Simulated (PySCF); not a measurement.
## SnGe at PBE

Level: PBE. PySCF, scalar-relativistic core potentials, basis sets Sn cc-pVDZ-PP with ECP28, Ge cc-pVDZ-PP with ECP10.

* state: ³Σ⁻ (triplet), unpaired electrons π ↑↑
* bond length: 262.8 pm
* harmonic wavenumber: 222 cm⁻¹
* force constant: 1.32 mdyn/Å
* rotational constant Be: 0.05339 cm⁻¹
* anharmonicity ωexe: 0.427 cm⁻¹
* vibration–rotation constant αe: 0.000155 cm⁻¹
* well depth De to Sn + Ge: 2.81 eV
* dissociation energy D0: 2.80 eV
* bond order (Mayer): 1.98
* dipole moment (positive dipole means Sn(−)Ge(+)): -0.48 D

Spin–orbit coupling is left out, which matters for elements this heavy, above all for dissociation energies. The state is the lowest determinant that a PBE0 search found; another state may lie lower at other levels.
